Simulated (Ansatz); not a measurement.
`[F][Ga]([Br])[Br]` + `CBr` → `[Br][Ga]([Br])[Br]` + `CF`  (formal exchange of groups at a Ga–F bond)

Calculated with Ansatz (gas phase, PBE0-D4/def2-TZVP geometries, no zero-point term in ΔE). CBS: MP2 limit from def2 TZ/QZ plus the TZ coupled-cluster correction, frozen cores. This one scheme is used for every species. DFT in def2-TZVPP. For Br, Ga outer-core shells are correlated without core-valence functions, which leaves a few kJ/mol of doubt a bond. Scalar relativity is left out up to krypton.

`[F][Ga]([Br])[Br]`:

Cartesian coordinates in Å:
```
F -0.556 1.607 0.669
Ga -0.028 0.080 0.033
Br 2.138 -0.126 -0.539
Br -1.554 -1.561 -0.164
```

`CBr`:

```xyz
5

C    -0.155   -0.010    0.101
Br    1.462    0.099   -0.952
H    -0.415   -1.060    0.207
H    -0.935    0.531   -0.426
H     0.044    0.440    1.069
```

`[Br][Ga]([Br])[Br]`:

```xyz
4

Br   -0.759   -0.115    2.127
Ga    0.000    0.000    0.000
Br    2.222   -0.067   -0.412
Br   -1.463    0.181   -1.714
```

`CF`:

Cartesian coordinates in Å:
```
C -0.030 0.032 0.043
F 0.645 -0.686 -0.919
H -0.962 -0.483 0.284
H -0.247 1.030 -0.343
H 0.595 0.107 0.936
```

Is it downhill or uphill in electronic energy at CCSD(T)/CBS, and by how much? (Estimate.)

Computed: Downhill: ΔE = -0.10 eV.

What do these levels give: r2SCAN-D4, PBE0-D4, MP2/def2-SVP, CCSD(T)/def2-TZVPP, SCS-MP2/def2-QZVPP, MP2/CBS(def2)? (Best estimate.)

The calculation gave: r2SCAN-D4 -0.11, PBE0-D4 -0.18, MP2/def2-SVP -0.11, CCSD(T)/def2-TZVPP -0.08, SCS-MP2/def2-QZVPP -0.05, MP2/CBS(def2) -0.07 eV.

Largest T1 diagnostic among the species: 0.010.

The D4 term adds −0.04 eV with B3LYP and −0.02 eV with PBE0; it sums over pairs of atoms, weighted by their polarisabilities, and B3LYP, whose exchange is more repulsive, gets the larger term. From r2SCAN to r2SCAN0 (25 % exact exchange), in def2-TZVPP and without D4, ΔE moves by −0.05 eV. Leaving LDA and LC-ωPBE aside and taking each functional with its dispersion term where it has one, the values, not all of them listed here, spread over 0.15 eV, from BHLYP-D4 to B2PLYP. LDA lies −0.05 eV from PBE without D4.

B3LYP here is the variant with VWN-RPA as its local correlation; programs differ in this.
